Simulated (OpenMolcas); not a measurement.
# OpenMolcas run: S IV

Input:

```
&GATEWAY
Coord
1

S 0.0 0.0 0.0
Basis=ANO-R2
Group=XYZ
NoMove
AngMom=0.0 0.0 0.0
AMFI
&SEWARD
* reference wave functions (RASSCF and RASSI steps not shown): 1 electron in 3 orbitals (3p)
>>> COPY JOB001 $Project.JobIph
&CASPT2
Multistate=3 1 2 3
Frozen=1 0
IPEA=0.25
Imaginary=0.1
MaxIter=60
WThr=0.0 0.3 0.05
PrWF=0.5
NoMix
```

Output, cut to the results:

```
--- CASPT2 ---
Orbital specifications:
      -----------------------

      Symmetry species                           1   2
                                                ag  au
      Frozen orbitals                            1   0
      Inactive orbitals                          2   3
      Active orbitals                            0   3
      Secondary orbitals                        17  13
      Deleted orbitals                           0   0
      Number of basis functions                 20  19
Type of calculation                        MS-CASPT2
      Fock operator                              state-specific
      IPEA shift                                 0.25
      Real shift                                 0.00
      Imaginary shift                            0.10
      The input orbitals will be transformed to quasi-canonical
Reference energy:        -396.1585911589
      E2 (Non-variational):      -0.2491690787
      Shift correction:          -0.0001213914
      E2 (Variational):          -0.2492904701
      Total energy:            -396.4078816290
      Residual norm:              0.0000004744
      Reference weight:           0.96925
      Contributions to the CASPT2 correlation energy
      Active & Virtual Only:         -0.0000000000
      One Inactive Excited:          -0.0360068415
      Two Inactive Excited:          -0.2131622373
Reference energy:        -396.1585911589
      E2 (Non-variational):      -0.2491690787
      Shift correction:          -0.0001213914
      E2 (Variational):          -0.2492904701
      Total energy:            -396.4078816290
      Residual norm:              0.0000004744
      Reference weight:           0.96925
      Contributions to the CASPT2 correlation energy
      Active & Virtual Only:         -0.0000000000
      One Inactive Excited:          -0.0360068415
      Two Inactive Excited:          -0.2131622373
::    CASPT2 Root  1     Total energy:   -396.40788163
::    CASPT2 Root  2     Total energy:   -396.40788163
::    CASPT2 Root  3     Total energy:   -396.40788163
::    MS-CASPT2 Root  1     Total energy:   -396.40788163
::    MS-CASPT2 Root  2     Total energy:   -396.40788163
::    MS-CASPT2 Root  3     Total energy:   -396.40788163
```

Levels above the lowest, from the spin-orbit matrix with the single-state CASPT2 energies, averaged by term, on its diagonal:

```tsv
Configuration	Term	J	E (cm-1)	Measured (cm-1)	g	Term weight %
3s2 3p	2P*	1/2	0.0	0.0	0.666	100
3s2 3p	2P*	3/2	868	951	1.334	100
```

Against the measured value (NIST levels in Podobedova, Kelleher and Wiese, J. Phys. Chem. Ref. Data 38, 171 (2009)): 3s2 3p 2P* 3/2: computed 868, measured 951 cm-1 (-8.8 %).

With one active electron, CASPT2 adds the correlation within the correlated inactive shells and between them and that electron, and leaves the splitting within a term as the reference gives it. Computed and measured levels are paired by configuration, term and J; levels that our copy of the source lacks, or whose pairing is in doubt (as where it misses far off the trend of its configuration), stay unpaired and out of the deviations. Only configurations of the active space appear.

The term weight is that of the spin-free term in the level, not the purity of its configuration. * marks odd parity.
